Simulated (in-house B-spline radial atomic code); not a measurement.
**PBE hybrid excitations of Cr VII (Cr6+)**

Method: PBE hybrid with 1 exact exchange. Computed with a B-spline radial code for spherical atoms: linear response of the closed shell [Ne] 3s2 3p6 with the functional's adiabatic kernel; scalar-relativistic (spin-free one-electron X2C), finite nucleus, no spin-orbit coupling, no double excitations, S, P, D and F terms only. Only terms of natural parity with L up to 3 were computed.

Command:
```bash
python run_td.py task.json out
```
Settings (radii: box in bohr, nucleus in fm):
```
Z                        24
electrons                18
configuration            [Ne] 3s2 3p6
hamiltonian              x2c
method                   pbeh
box_radius               14.35
exact_exchange_fraction  1
rms_radius               3.6452
intervals                71
```

Cost of the run: 1.1 s on 1 thread of Arm Neoverse N1 (shared host).

The lowest states, in the order of their Tamm-Dancoff energies; the method's threshold (minus the highest occupied level) is 162.03 eV. Labels give the largest channel, * marks a mixed state, and oscillator strengths are full-response dipole values. Semilocal kernels can invert the small singlet-triplet splittings of Rydberg terms. Energies in eV:

```json
{"state": "3p → 3d 3P", "full response": "42.42", "Tamm-Dancoff": "42.59", "oscillator strength": "-"}
{"state": "3p → 3d 3F", "full response": "?", "Tamm-Dancoff": "?", "oscillator strength": "-"}
{"state": "3p → 3d 1F", "full response": "48.19", "Tamm-Dancoff": "48.29", "oscillator strength": "-"}
{"state": "3p → 3d 1P", "full response": "60.85", "Tamm-Dancoff": "63.56", "oscillator strength": "3.44"}
{"state": "3s → 3d 3D", "full response": "?", "Tamm-Dancoff": "?", "oscillator strength": "-"}
{"state": "3p → 4s 3P", "full response": "84.74", "Tamm-Dancoff": "84.77", "oscillator strength": "-"}
{"state": "3p → 4s 1P", "full response": "85.86", "Tamm-Dancoff": "85.91", "oscillator strength": "0.337"}
{"state": "3s → 3d 1D", "full response": "87.32", "Tamm-Dancoff": "87.47", "oscillator strength": "-"}
{"state": "3p → 4p 3S", "full response": "92.12", "Tamm-Dancoff": "92.18", "oscillator strength": "-"}
{"state": "3p → 4p 3D", "full response": "94.26", "Tamm-Dancoff": "94.29", "oscillator strength": "-"}
```

Q: Where does 3s → 3d 3D lie?

A: At 81.63 eV in full response, 81.71 eV in Tamm-Dancoff.

Q: Where does 3p → 3d 3F lie?

A: At 43.54 eV in full response, 44.15 eV in Tamm-Dancoff.

Q: How large is the singlet-triplet splitting of 3p → 3d (F terms) in Tamm-Dancoff?

A: 4.14 eV, from the unrounded values.

Q: What polarisabilities and dispersion coefficient does the method give?

A: Dipole 0.8077 bohr³, quadrupole 0.6789 bohr⁵, C6 1.24 hartree·bohr⁶ for two such species.
